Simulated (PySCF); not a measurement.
Compound: C2H7ClSi2.
Atom-mapped SMILES: `[Cl:1][CH:2]1[SiH2:3][CH2:4][SiH2:5]1` (hydrogens: H6 on C2; H7, H8 on Si3; H9, H10 on C4; H11, H12 on Si5)

Structure used (PBE0-D3(BJ)/def2-SVP), in Å, numbered top down from 1:
```
atom  x, y, z in Å
Cl1    1.5994   -2.4056    0.3024
C2     0.8664   -0.9226   -0.3498
Si3    0.9161    0.7119    0.6433
C4    -0.8188    1.1281   -0.0207
Si5   -1.0346   -0.7212   -0.4145
H6     1.2855   -0.7456   -1.3556
H7     0.8932    0.4407    2.1100
H8     2.0257    1.6587    0.3161
H9    -0.7736    1.7414   -0.9356
H10   -1.5327    1.5887    0.6766
H11   -1.7036   -1.0838   -1.7012
H12   -1.6772   -1.4535    0.7152
```

Method used: PBE0-D3(BJ)/def2-SVP geometry optimisation, gas phase (PySCF).

Take the most abundant isotopes and a rigid rotor. The values belong to one conformer with, in the numbering `[Cl:1][CH:2]1[SiH2:3][CH2:4][SiH2:5]1`, Cl1–C2–Si3–C4 -144°, C2–Si3–C4–Si5 20°, Si3–C4–Si5–C2 -20°, Cl1–C2–Si5–C4 144°.

Question: Give the principal moments of inertia and the rotational constants in MHz.

Answer: Ia = 130.24, Ib = 284.68, Ic = 387.59 u·Å²; 505379 MHz·u·Å²/I gives A = 3880, B = 1775, C = 1304 MHz.

Question: Classify the top.

Answer: An asymmetric top; Ray's κ = -0.634.

Question: Is it planar, by Δ = Ic − Ia − Ib?

Answer: Not planar: Δ = Ic − Ia − Ib = -27.33 u·Å². For a rigid frame Δ = −2 Σ m c², so Σ m c² = 13.66 u·Å² lies off the ab plane: 9.90 from hydrogen and 3.77 from heavier atoms. The atom farthest from that plane is 1.63 Å away.

Question: Give the other two planar moments, Paa and Pbb, and the rms extents of the mass along the axes.

Answer: Paa = Σ m a² = (Ib + Ic − Ia)/2 = 271.02 and Pbb = Σ m b² = (Ia + Ic − Ib)/2 = 116.57 u·Å². With the mass M = 121.98 u, the rms extents √(P/M) along a, b and c are 1.49, 0.98, 0.33 Å.

Question: Which types of transition are allowed, and where do some lines up to J = 4 fall?

Answer: The dipole components are |μa| = 2.12 D, |μb| = 0.00 D, |μc| = 0.77 D; the mirror of this Cs structure is the ac plane, so μb vanishes by symmetry and there are no b-type lines. Intensities carry the squares of the components, which stand as 1.00 : 0.13 (a : c). Some lines, for components of 0.1 D or more:

```
type  branch         J(Ka,Kc)    MHz  lower level (cm⁻¹)
   c       Q  4(1,4) ← 4(0,4)    791               0.995
   a       Q  2(1,1) ← 2(1,2)   1414               0.363
   a       Q  3(1,2) ← 3(1,3)   2821               0.646
   c       Q  4(2,3) ← 4(1,3)   4822               1.177
   a       R  2(1,2) ← 1(1,1)   5687               0.173
   c       Q  2(2,1) ← 2(1,1)   6316               0.410
   a       R  3(1,2) ← 2(1,1)   9897               0.410
   a       R  4(2,3) ← 3(2,2)  12261               0.929
   a       R  4(1,3) ← 3(1,2)  13096               0.740
   c       Q  4(4,1) ← 4(3,1)  16231               1.737
   c       R  3(2,2) ← 2(1,2)  16967               0.363
   c       R  4(2,2) ← 3(1,2)  18889               0.740
   c       R  4(2,3) ← 3(1,3)  20739               0.646
   c       R  3(3,0) ← 2(2,0)  20919               0.623
   c       R  4(3,1) ← 3(2,1)  23889               0.940
```

Question: Estimate the classical rotational partition function at 25 K, 50 K and 100 K.

Answer: Point group Cs, symmetry number σ = 1; q = (√π/σ)·√((kT/h)³/(ABC)), k/h = 20836.6 MHz/K: 7030 at 25 K, 19900 at 50 K, 56200 at 100 K.

No frequency check. No vibrational averaging or centrifugal distortion is included, and the geometry carries the error of its method. Quadrupole hyperfine structure (35Cl) is left out.
